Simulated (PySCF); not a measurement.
Molecule: SMILES C(O)C(F)=C(F)F, C3H3F3O.

Geometry (Å), atoms numbered from 1 in this order:
```xyz
10

O    -1.5919   -0.8683    0.7018
C    -0.9610   -0.1224   -0.3032
C     0.3728    0.4152    0.1444
F     0.3027    1.3604    1.1062
C     1.5639    0.0175   -0.2819
F     2.7334    0.4830    0.1229
F     1.7231   -0.8996   -1.2245
H    -1.7298   -0.3098    1.4772
H    -0.8169   -0.7977   -1.1481
H    -1.5874    0.7263   -0.6173
```

Frames of a GFN2-xTB Langevin trajectory at 300 K; GIAO PBE0/pcSseg-1 shieldings in PySCF, gas phase, non-relativistic; equivalent atoms averaged within each frame.

Referencing at the same level of theory: $^{17}$O (σ = 336.08 ppm) against H2O; $^{13}$C (σ = 186.93 ppm) and $^{1}$H (σ = 31.72 ppm) against TMS; $^{19}$F (σ = 170.95 ppm) against CFCl3. The references are static minima.

**Question.** How do the shifts (ppm) fluctuate along the trajectory?

**Answer.** 
```csv
time (fs),O1,C5,C3,C2,F6,F7,F4,H9/H10,H8
250,34.9,162.9,136.2,67.4,-98.0,-117.5,-194.1,5.25,0.86
425,37.0,163.3,135.5,61.3,-112.5,-116.5,-217.7,4.49,2.18
625,37.4,166.7,143.0,71.6,-109.7,-108.7,-204.3,5.60,1.79
800,46.8,171.0,143.5,64.6,-101.7,-116.7,-173.0,4.98,1.25
1000,45.6,159.3,142.5,66.1,-114.4,-116.1,-193.0,4.51,-0.17
mean of frames,40.3,164.7,140.1,66.2,-107.2,-115.1,-196.4,4.97,1.18
standard deviation,5.5,4.4,3.9,3.8,7.1,3.6,16.4,0.48,0.91
```

5 frames give an uncertainty of the mean of about the standard deviation over 2.2 at best, since frames this close in time may not be independent; classical motion lacks zero-point vibration, and the reference would need the same averaging.
